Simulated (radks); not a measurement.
Values are calculated unless marked as measured or tabulated.
Effect of the nuclear size on the magnesium ion Mg2+, [Ne]. Level of theory: Dirac Kohn-Sham, exchange-only LDA, spin-unpolarised, spherical densities, finite nucleus; Fermi nuclear charge, rms radius 3.057 fm (a radial shooting solver on a logarithmic mesh with Libxc functionals). The rms radius is varied about that value; shifts are against it.

rms radius (fm)  total energy shift (eV)  density at nucleus (e/bohr^3)  1s1/2 shift (meV)
2.5251                         -0.000830                           1147             -0.347
2.8705                         -0.000309                           1146             -0.129
3.057                                  0                           1145              0.000
3.3382                          0.000502                           1144              0.210
3.6684                           0.00115                           1143              0.479

Slopes of the eigenvalues against <r^2> in GHz/fm^2, as finite differences over the two radii next to the reference (eigenvalue slopes, not the field-shift constants of lines): 1s1/2 28.2.
